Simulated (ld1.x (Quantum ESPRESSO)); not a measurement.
## What one change does to a pseudopotential (krypton, ultrasoft)

krypton (Kr), ultrasoft, made with ld1.x (Quantum ESPRESSO) 7.5 (LDA (PZ), scalar-relativistic). Core [Ar] 3d10, reference 4s2 4p5.75 (charge +0.25). Waves: 4s (bound): rcut 1.25, rcutus 1.40 bohr; 4s channel at -0.45 Ry: rcut 1.25, rcutus 1.40 bohr; 4p (bound): rcut 1.45, rcutus 1.55 bohr; 4p channel at -0.1 Ry: rcut 1.45, rcutus 1.55 bohr; 4d channel at 0.35 Ry: rcut 1.35, rcutus 1.45 bohr; 4d channel at 2.85 Ry: rcut 1.35, rcutus 1.45 bohr. Local part: all-electron potential smoothed inside 1.15 bohr (lloc = -2). Core correction: none. Augmentation charge: PSQ, inside the norm-conserving radii.

All-electron outer shells of the reference configuration (LDA (PZ), scalar-relativistic, ld1.x):

```json
{"shell": "3d", "level (eV)": "-84.51", "outermost node (bohr)": "–", "outermost maximum (bohr)": "0.41"}
{"shell": "4s", "level (eV)": "-25.83", "outermost node (bohr)": "0.64", "outermost maximum (bohr)": "1.34"}
{"shell": "4p", "level (eV)": "-11.85", "outermost node (bohr)": "0.67", "outermost maximum (bohr)": "1.54"}
```

Change: augmentation built from norm-conserving waves at rcut, not smoothed further.

Cutoffs: the cutoffs (Ry, on a coarse ladder) from which the occupation-weighted sum of valence levels, in a spherical-Bessel basis at the reference potential, stays within 10 and 1 mRy of its value at 400 Ry; they do not see the model core or the augmentation charge, which bear on the density cutoff. Errors are all-electron minus pseudo energies relative to the spin-unpolarised reference configuration.

Problem. What does the change do?

Solution. The potential gets neither clearly harder nor softer (21 Ry and 40 Ry → 21 Ry and 40 Ry); of the 9 tests that both files solve, the error grows in 3 and shrinks in 2 by more than 15 % and 0.3 meV (median size 2.7 → 2.5 meV); neither file shows a bound ghost.

| quantity | base | changed |
| --- | --- | --- |
| cutoff, loose | 21 Ry | 21 Ry |
| cutoff, tight | 40 Ry | 40 Ry |
| bound ghosts | none | none |
| error for 4s2 4p6, meV [ΔE -2.65 eV] | +0.6 | +0.6 |
| error for 4s2 4p5, meV [ΔE 11.78 eV] | -2.7 | -1.0 |
| error for 4s2 4p4, meV [ΔE 37.12 eV] | -8.7 | +3.9 |
| error for 4s2 4p5.5, meV [ΔE 3.28 eV] | -0.7 | -0.5 |
| error for 4s2 4p3, meV [ΔE 74.39 eV] | -15 | +30 |
| error for 4s2 4p2, meV [ΔE 124.47 eV] | -10 | +105 |
| error for 4s1 4p6, meV [ΔE 26.32 eV] | -1.0 | +2.5 |
| error for 4s2 4p5.75 (spin-polarised), meV [ΔE -0.01 eV] | +1.4 | +1.4 |
| error for 4s2 4p5 (spin-polarised), meV [ΔE 11.61 eV] | +24 | +26 |
| s: phases at 1.71 bohr within 0.05 rad from the reference energy up to (Ry; the scan ends near 5) | to the end of the scan | to the end of the scan |
| p: phases at 1.71 bohr within 0.05 rad from the reference energy up to (Ry; the scan ends near 5) | to the end of the scan | to the end of the scan |
| d: phases at 1.71 bohr within 0.05 rad from the reference energy up to (Ry; the scan ends near 5) | 2.4 | n/a |
| lowest overlap eigenvalue by channel | s 0.42, p 0.61, d 0.89 | s 0.31, p 0.51, d 0.60 |
